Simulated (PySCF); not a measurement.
This PySCF input asks for the NMR shieldings of `InChI=1S/C4H6O3S2Si/c1-7-4(5)10(6)8-2-3-9-10/h2-3,6H,1H3`; the geometry comes from GFN2-xTB.

```python
import basis_set_exchange as bse
import numpy as np
from pyscf import gto, dft
from pyscf.prop import nmr

atoms = """
C    -3.140587   -0.166744    0.376326
O    -1.752222    0.077634    0.158571
C    -0.986921   -0.973112   -0.072836
O    -1.379651   -2.115718   -0.113555
Si    0.869909   -0.613388   -0.358795
O     1.555344   -2.056555   -0.615401
S     1.298679    0.726898   -1.979310
C     2.371343    1.764604   -1.072205
C     2.597833    1.641786    0.230889
S     1.857163    0.424080    1.240397
H    -3.577774   -0.650055   -0.499077
H    -3.273639   -0.816959    1.242594
H    -3.595891    0.804240    0.548758
H     1.047742   -2.868648   -0.603256
H     2.838406    2.530635   -1.666363
H     3.262667    2.300246    0.762332
"""
names = dict.fromkeys(["C", "O", "Si", "S", "H"], "pcSseg-1")
basis = {el: gto.basis.parse(bse.get_basis(n, elements=[el], fmt="nwchem")) for el, n in names.items()}
mol = gto.M(atom=atoms, basis=basis, charge=0, verbose=0)
mf = dft.RKS(mol, xc="PBE0")
mf.grids.level = 2
mf.grids.alignment = dft.numint.BLKSIZE   # the property module wants whole blocks of grid points
mf.conv_tol = 1e-9
mf.kernel()

calc = nmr.RKS(mf)   # GIAO
C = mf.mo_coeff
Co = C[:, mf.mo_occ > 0]
resp = mf.gen_response(singlet=True, hermi=2)
def vind(x):   # induced exchange potential for any number of trial vectors
    d = np.einsum("pi,xij,qj->xpq", C, 2 * x.reshape(-1, C.shape[1], Co.shape[1]), Co, optimize=True)
    return np.einsum("xpq,pi,qj->xij", resp(d - d.transpose(0, 2, 1)), C, Co, optimize=True).ravel()
mo1, _ = nmr.rhf.solve_mo1(calc, with_cphf=vind)
sigma = calc.kernel(mo1)
for i, s in enumerate(sigma):   # ppm
    print("%2d %-2s %9.2f" % (i, mol.atom_pure_symbol(i), np.trace(s) / 3))
```

Task: What does it print?

Result: 
```
 0 C     133.01
 1 O     116.67
 2 C       0.20
 3 O    -178.04
 4 Si    343.62
 5 O     261.69
 6 S     507.00
 7 C      63.45
 8 C      63.52
 9 S     507.04
10 H      27.67
11 H      27.67
12 H      27.81
13 H      27.55
14 H      25.69
15 H      25.69
```

These numbers come from an equivalent density-fitted implementation of the same equations, which agrees with the script to about 0.01 ppm for H and up to a few tenths of a ppm for heavy atoms, so last digits may differ.

Task: Turn these shieldings into chemical shifts. Chemical shifts δ = σref − σ; ¹³C (186.93 ppm) and ²⁹Si (349.16 ppm) and ¹H (31.72 ppm) against TMS; H2O for ¹⁷O (336.08 ppm); ³³S (503.73 ppm) vs CS2, all at this level.

Result: Averaging equivalent atoms: C 2: 186.7; C 7/8: 123.4; C 0: 53.9; O 3: 514.1; O 1: 219.4; O 5: 74.4; Si 4: 5.5; S 6/9: -3; H 14/15: 6.03; H 13: 4.16; H 10/11/12: 4.00 ppm. Unscaled 17O shifts of doubly bonded oxygen tend to come out too high, by tens of ppm or more. Experimental scales use liquid or dissolved standards, which lie at an offset from isolated H2O (liquid H2O: subtract about 36 ppm).

Size and cost of the density-fitted run: 221 basis functions, 86 s wall time on 1 thread of an Arm Neoverse N1, shared host; peak memory 0.98 GiB.
